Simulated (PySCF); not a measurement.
## UHF on C+ (carbon, charge +1)

Configuration: [He] 2s2 2p1, 2P determinant. Calculation: PySCF 2.14, in 6-31G*; the non-relativistic Hamiltonian (point nucleus).

```
Total energy                                                  : -37.286715 hartree
One-electron energy                                           : -47.5285 hartree
Hartree (Coulomb) energy                                      : 14.9770 hartree
Exchange energy                                               : -4.7352 hartree
Kinetic energy                                                : 37.16911 hartree
⟨S²⟩                                                          : 0.7542
⟨L²⟩                                                          : 2.010
Sum of ⟨r⟩                                                    : 4.980 bohr
Sum of ⟨r²⟩                                                   : 8.147 bohr²
Traceless quadrupole moment −½Σ⟨3z² − r²⟩ along its main axis : -1.08 e·bohr²
Density at the nucleus (Gaussians lack the cusp)              : 120 bohr⁻³
Spin density at the nucleus                                   : 0.0677 bohr⁻³
Langevin diamagnetic susceptibility                           : -6.45 ×10⁻⁶ cm³/mol
Time after the integrals                                      : 0.04 s of wall time on 1 thread of Neoverse-V2 (shared host)
```

```
shell  electrons  mean orbital energy (eV)  rms radius, mean of both spins (bohr)
 1s α          1                   -324.49                                  0.311
 1s β          1                   -323.68                                  0.311
 2s α          1                   -33.305                                   1.62
 2s β          1                   -29.612                                   1.62
 2p α          1                   -24.840                                   1.64
```
